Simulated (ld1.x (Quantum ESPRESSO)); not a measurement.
What one change does to a pseudopotential (tungsten, TM)

* Element: tungsten (W)
* Generator: ld1.x (Quantum ESPRESSO) 7.5
* Type: norm-conserving Troullier–Martins (Kleinman–Bylander form)
* Functional: PBEsol
* Relativity: scalar-relativistic
* Frozen core: [Xe] 4f14
* Valence charge: 6
* Reference configuration: 5d4 6s1.5 6p0.5
* Partial waves: 6s (bound): rc 2.40 bohr; 5d (bound): rc 2.60 bohr; 6p (bound): rc 3.45 bohr
* Local potential: the p channel
* Core correction: a·sin(br)/r model core inside 1.90 bohr

All-electron outer shells of the reference configuration (PBEsol, scalar-relativistic, ld1.x):

```
shell  level (eV)  outermost node (bohr)  outermost maximum (bohr)
   5p      -44.05                   0.57                      1.09
   4f      -34.06                      –                      0.43
   6s       -6.30                   1.28                      2.64
   5d       -5.25                   0.63                      1.49
   6p       -1.75                   1.53                      3.65
```

Change: wave 6s (bound): rc 2.40 bohr becomes 6s (bound): rc 1.78 bohr.

Cutoffs: the cutoffs (Ry, on a coarse ladder) from which the occupation-weighted sum of valence levels, in a spherical-Bessel basis at the reference potential, stays within 10 and 1 mRy of its value at 400 Ry; they do not see the model core or the augmentation charge, which bear on the density cutoff. Errors are all-electron minus pseudo energies relative to the spin-unpolarised reference configuration.

**Question.** How do hardness, ghosts and transferability respond?

**Answer.** The potential gets harder (30 Ry and 30 Ry → 55 Ry and 100 Ry); of the 7 tests that both files solve, the error grows in 3 and shrinks in 2 by more than 15 % and 0.3 meV (median size 18.5 → 17.6 meV); neither file shows a bound ghost. A smaller radius makes the pseudo-wave follow the all-electron one further in, where it bends more sharply, so more plane waves are needed.

```csv
quantity,base,changed
"cutoff, loose",30 Ry,55 Ry
"cutoff, tight",30 Ry,100 Ry
loose cutoff by channel (10 mRy a level),"s 6 Ry, d 21 Ry, p 6 Ry","s 50 Ry, d 21 Ry, p 6 Ry"
bound ghosts,none,none
"error for 5d4 6s2 6p0, meV [ΔE -2.24 eV]",-0.6,-0.9
"error for 5d4 6s1 6p0, meV [ΔE 6.69 eV]",-7.8,-5.8
"error for 5d4 6s0 6p0, meV [ΔE 22.38 eV]",-55,-42
"error for 5d3 6s0 6p0, meV [ΔE 47.78 eV]",-278,-337
"error for 5d4.5 6s1.5 6p0, meV [ΔE -1.54 eV]",-22,-20
"error for 5d4 6s1.5 6p0, meV [ΔE 1.41 eV]",-1.9,-2.2
"error for 5d4 6s0 6p1, meV [ΔE 12.20 eV]",-19,-18
s: phases at 3.77 bohr within 0.05 rad from the reference energy up to (Ry; the scan ends near 5),0.9,0.9
p: phases at 3.77 bohr within 0.05 rad from the reference energy up to (Ry; the scan ends near 5),1.6,1.6
d: phases at 3.77 bohr within 0.05 rad from the reference energy up to (Ry; the scan ends near 5),0.4,0.4
```
